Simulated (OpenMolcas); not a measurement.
Cr2+ among 6 point charges of -1.5 e arranged as an octahedron (Oh).

```json
{
 "Program": "OpenMolcas 26.06",
 "Method": "CASSCF",
 "Basis": "ANO-RCC-VDZP [5s4p2d1f]",
 "Scalar Hamiltonian": "DKH2, point nucleus",
 "Active space": "4 electrons in 5 orbitals (3d)",
 "State averaging": "2S+1 = 5 even, 5 roots; 2S+1 = 3 even, 45 roots; 2S+1 = 1 even, 50 roots",
 "Spin-orbit coupling": "RASSI with atomic mean-field integrals over the reference wave functions"
}
```

All point charges move together. At R = 1.85 Å the first state of the same spin is 7789 cm-1, and at R = 2.01 Å it is 5496 cm-1.

A third run gives 3435 cm-1. What distance was it run at?

With a power law R^-n the two known points give n = -ln(5496 / 7789) / ln(2.01 / 1.85) = 4.20. Then R = 1.85 × (7789 / 3435)^(1/4.20) = 2.248 Å. The run was at 2.24 Å, so the estimate is off by +0.008 Å.

An orbital doublet at a regular site is open to a Jahn-Teller distortion, which this geometry leaves out. Without dynamic correlation the repulsion within the d shell is too large (B by tens of per cent), so at a given field states of lower spin stand too high. The ground term spreads over less than 5000 cm-1, several times less than with real ligands, so orbital moments are less quenched and χT lies further from the spin-only value than at real sites (holds for R = 2.24). Point charges carry no covalency, so the field is a model and not that of real ligands. No measured value stands beside these numbers.
